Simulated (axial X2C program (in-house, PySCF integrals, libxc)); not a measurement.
# How the levels of CSmO (f(δφ)4 f(π)0 orbitals) move with the bond length

Calculated with an axial X2C code built on PySCF integrals: two-component X2C with atomic mean-field Coulomb and Gaunt terms, basis C dyall-v3z, Sm dyall-v3z, O dyall-v3z (cores contracted in-house). Orbitals come from Hartree–Fock averaged over the configuration Sm f(δφ)4 f(π)0; CI then distributes these electrons over the f(δφ), f(π) shells of Sm.

At C–Sm–O held linear, bonds 2.090 and 1.720 Å (the second held):

```csv
Ω,energy (cm⁻¹),g∥,μ (D),configuration
0,0,0.00,-0.12,100% f(δφ)4
1,1553,3.59,-0.14,100% f(δφ)4
2,4764,7.21,-0.16,100% f(δφ)4
0,12089,0.00,-0.13,100% f(δφ)4
6,12415,13.75,-0.10,100% f(δφ)4
5,12936,11.32,-0.14,100% f(δφ)4
5,15123,10.89,-0.14,100% f(δφ)4
0,16848,0.00,-0.10,100% f(δφ)4
10,16956,20.64,-0.16,100% f(δφ)4
4,17071,6.79,-0.16,100% f(δφ)4
1,18606,2.55,-0.16,100% f(δφ)4
4,19826,8.57,-0.16,100% f(δφ)4
6,19829,12.23,-0.14,100% f(δφ)4
5,20078,10.06,-0.16,100% f(δφ)4
```

g∥ is the magnitude of 2⟨Lz + ge Sz⟩ for the +Ω component. μ is positive if the O end is positive. The lowest 14 levels at most are listed.

At C–Sm–O held linear, bonds 1.944 and 1.720 Å (the second held):

```json
{"Ω": "0", "energy (cm⁻¹)": "0", "g∥": "0.00", "μ (D)": "-0.35", "configuration": "100% f(δφ)4"}
{"Ω": "1", "energy (cm⁻¹)": "1540", "g∥": "3.58", "μ (D)": "-0.38", "configuration": "100% f(δφ)4"}
{"Ω": "2", "energy (cm⁻¹)": "4799", "g∥": "7.18", "μ (D)": "-0.41", "configuration": "100% f(δφ)4"}
{"Ω": "0", "energy (cm⁻¹)": "11886", "g∥": "0.00", "μ (D)": "-0.35", "configuration": "100% f(δφ)4"}
{"Ω": "6", "energy (cm⁻¹)": "11959", "g∥": "13.77", "μ (D)": "-0.30", "configuration": "100% f(δφ)4"}
{"Ω": "5", "energy (cm⁻¹)": "12605", "g∥": "11.46", "μ (D)": "-0.38", "configuration": "100% f(δφ)4"}
{"Ω": "5", "energy (cm⁻¹)": "14601", "g∥": "10.83", "μ (D)": "-0.36", "configuration": "100% f(δφ)4"}
{"Ω": "0", "energy (cm⁻¹)": "16307", "g∥": "0.00", "μ (D)": "-0.30", "configuration": "100% f(δφ)4"}
{"Ω": "10", "energy (cm⁻¹)": "16596", "g∥": "20.67", "μ (D)": "-0.40", "configuration": "100% f(δφ)4"}
{"Ω": "4", "energy (cm⁻¹)": "16740", "g∥": "6.81", "μ (D)": "-0.40", "configuration": "100% f(δφ)4"}
{"Ω": "1", "energy (cm⁻¹)": "18196", "g∥": "2.47", "μ (D)": "-0.39", "configuration": "100% f(δφ)4"}
{"Ω": "4", "energy (cm⁻¹)": "19459", "g∥": "8.61", "μ (D)": "-0.40", "configuration": "100% f(δφ)4"}
{"Ω": "5", "energy (cm⁻¹)": "19598", "g∥": "10.11", "μ (D)": "-0.40", "configuration": "100% f(δφ)4"}
{"Ω": "6", "energy (cm⁻¹)": "19660", "g∥": "12.21", "μ (D)": "-0.37", "configuration": "100% f(δφ)4"}
```

The lowest level lies 1327 cm⁻¹ above the lowest at the first distance.

**Question.** How does the gap from the lowest to the fifth level change between the two distances?

**Answer.** From 12415 to 11959 cm⁻¹, a factor of 0.96.

There is no dynamic correlation: spin–orbit spacings and, for f shells, spacings inside one term are the most reliable numbers, splittings between terms come out too wide, and energies between configurations are not reliable, so the lowest level need not be the ground state of the molecule. At most 6 roots were kept for each Ω > 0 (twice that for Ω = 0) within 3.5 eV of the lowest, so higher up levels can be missing between those listed; levels with Ω > 0 are doubly degenerate and listed once, Ω = 0 levels singly. Some active spinors are only partly of the character that their shell is named for, so the shell names and counts are nominal. States that fill the shells left empty in the average are placed too high. The molecule was held linear; bending was not examined.
